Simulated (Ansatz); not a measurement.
The cluster CdO2. Total charge 0; triplet. Geometry B3LYP-D4/def2-TZVPD, that of the charge -1 doublet; atoms count from 1.

```xyz
3

Cd   -0.5454    0.1986   -1.5883
O    -0.3485   -0.2289    1.0011
O     0.8939    0.0303    0.5872
```

In the def2 sets Cd takes a core potential; there is no spin–orbit coupling. The structure holds 1 bond(s) between oxygen atoms. The structure comes from a short search, and lower isomers may exist.

Q: Estimate the Mulliken populations from the PBE0/def2-TZVPD orbitals of Ansatz.

A: 
| atom | charge (e) | spin (α − β) | d electrons |
| --- | --- | --- | --- |
| Cd1 | 0.07 | 0.17 | 9.99 |
| O2 | -0.03 | 0.90 | – |
| O3 | -0.05 | 0.93 | – |
Mulliken values depend strongly on the basis. With diffuse functions, as here, like atoms can get unlike values, and bond orders can come out too low or too high.

Q: Where does the spin sit?

A: Summed by element: Cd 0.17, O 1.83, of 2 unpaired in all. Largest on single atoms: O3 0.93, O2 0.90, Cd1 0.17.

Q: And the Mayer bond orders between heavy atoms (over 0.3)?

A: O2–O3 1.50 (1.34 Å).
